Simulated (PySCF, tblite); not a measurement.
Compound: C3H6Cl2OSi.
Cartesian coordinates in Å at the PBE0-D3(BJ)/def2-SVP level; atoms count from 1:
```
atom  x, y, z in Å
C1    -0.5901    0.3121   -1.3662
C2    -0.5207   -0.1801   -0.1268
O3     0.6124   -0.4227    0.5630
Si4    2.1454    0.2009    0.2468
C5    -1.7019   -0.5361    0.7371
Cl6   -1.7973    0.6122    2.1063
Cl7   -3.2363   -0.6040   -0.1378
H8     0.3119    0.5493   -1.9348
H9    -1.5580    0.4730   -1.8374
H10    2.6965   -0.3821   -1.0119
H11    2.9723   -0.2021    1.4117
H12    2.0582    1.6834    0.1139
H13   -1.5351   -1.5236    1.1856
```

Jobs on this species (13 atoms, 80 electrons) with PySCF (density fitting) and tblite. Hardware of each: one thread of an Arm Neoverse N1, shared host. Times come from a shared host and carry two figures at best.

```
                       level and settings                                                                           work  basis functions  SCF cycles  wall time
CAM-B3LYP/def2-SVPD, IEF-PCM acetonitrile                                       6 singlets by full TDDFT, polarisability              209           ?          ?
      PBE0/pcSseg-1, IEF-PCM acetonitrile                                        shieldings, charges and field gradients              170           ?          ?
   PBE0/pcSseg-1, IEF-PCM dichloromethane                                                                     shieldings              170          14       37 s
                           B3LYP/pcSseg-2                                                                     shieldings              357          14    2.4 min
                                 GFN2-xTB                                                  Hessian by finite differences                –           –     0.83 s
       PBE0-D3(BJ)/def2-SVP, grid level 1                   geometry optimisation from a GFN2-xTB start shaken at random              140          84    3.1 min
                            PBE0/pcSseg-1                                        shieldings, charges and field gradients              170          13       39 s
                      CAM-B3LYP/def2-SVPD  10 singlets by full TDDFT, 4 Tamm–Dancoff triplets, polarisability, ΔSCF ions              209          13    2.5 min
                                 GFN2-xTB                                                              L-BFGS relaxation                –           –      1.2 s
```

Task: Fill in the missing figures.

Result: 
- CAM-B3LYP/def2-SVPD, IEF-PCM acetonitrile; 6 singlets by full TDDFT, polarisability: 70 s, 13 SCF cycles
- PBE0/pcSseg-1, IEF-PCM acetonitrile; shieldings, charges and field gradients: 40 s, 14 SCF cycles

Task: What do all jobs in the table cost together?

Result: About 11 min; the longest takes about 28 % of that, and about 220 times as long as the shortest.
